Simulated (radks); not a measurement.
The numbers below are computed, except where a source is named.
Task: All-electron atom: the europium ion Eu+ in [Xe] 4f7 6s1. Level of theory: scalar-relativistic Kohn-Sham, r2SCAN, spin-polarised, spherical densities, finite nucleus; open shells are filled with parallel spins first (spin-orbit coupling, left out, can overturn this in heavy ions); meta-GGA in the generalised Kohn-Sham scheme; Fermi nuclear charge, rms radius 5.1115 fm (a radial shooting solver on a logarithmic mesh with Libxc functionals). Some entries of the table are withheld. Estimate them.

orbital,occ.,eigenvalue (eV),r(max) (bohr)
1s up,1,-48441.82,0.01420
1s down,1,-48441.80,0.01420
2s down,1,-7979.839,0.08051
2s up,1,-7979.820,0.08051
2p up,3,-7107.000,0.06513
2p down,3,-7106.999,0.06513
3s up,1,-1768.719,0.2286
3s down,1,-1765.807,0.2285
3p up,3,-1495.627,0.2243
3p down,3,-1492.711,0.2242
3d up,5,-1130.252,0.1841
3d down,5,-1127.980,0.1839
4s up,1,-361.8821,0.5278
4s down,1,-354.6051,0.5274
4p up,3,-271.6651,0.5508
4p down,3,-264.3166,0.5502
4d up,5,-145.5025,0.5740
4d down,5,-138.0433,0.5732
5s up,1,-53.3702,1.229
5s down,1,-49.5399,1.251
5p up,3,(1),(2)
5p down,3,(3),(4)
4f up,7,-10.4936,0.5930
6s up,1,-9.0355,3.412
4f down,0,-3.9286,0.5970

Result: 
(1) 5p up eigenvalue (eV): -31.5911
(2) 5p up r(max) (bohr): 1.393
(3) 5p down eigenvalue (eV): -28.8469
(4) 5p down r(max) (bohr): 1.427
